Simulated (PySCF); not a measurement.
Cu (copper, neutral) across methods

[Ar] 3d9 4s2, 2D determinant (an excited configuration). Computed with PySCF 2.14 in x2c-QZVPPall, with the spin-free X2C one-electron Hamiltonian (Gaussian nucleus). The B2PLYP total includes its PT2 part (frozen core); its orbital energies are those of the SCF part.

| method | E (hartree) | mean ε 3d β (eV) | mean ε 4s α (eV) | mean ε 4s β (eV) | Σ⟨r²⟩ (bohr²) | ⟨S²⟩ |
| --- | --- | --- | --- | --- | --- | --- |
| wB97X | -1654.815 | -14.085 | -8.795 | -8.666 | 34.25 | 0.751 |
| B2PLYP | -1654.480 | -14.226 | -7.180 | -7.008 | 34.83 | 0.751 |
| PBE | -1654.526 | -9.042 | -5.898 | -5.721 | 34.36 | 0.751 |
| TPSS | -1654.782 | -9.039 | -5.880 | -5.689 | 34.25 | 0.751 |
| UHF | -1653.19944 | -18.758 | -8.008 | -7.785 | 35.81 | 0.752 |
| r2SCAN | -1654.732 | -9.317 | -6.122 | -5.939 | 34.06 | 0.752 |
| LDA | -1651.893 | -9.262 | -6.120 | -5.948 | 34.00 | 0.751 |

Task: Estimate the same row for PBE0.

Result: E (hartree) = -1654.518; mean ε 3d β (eV) = -11.591; mean ε 4s α (eV) = -6.606; mean ε 4s β (eV) = -6.425; Σ⟨r²⟩ (bohr²) = 34.38; ⟨S²⟩ = 0.751.
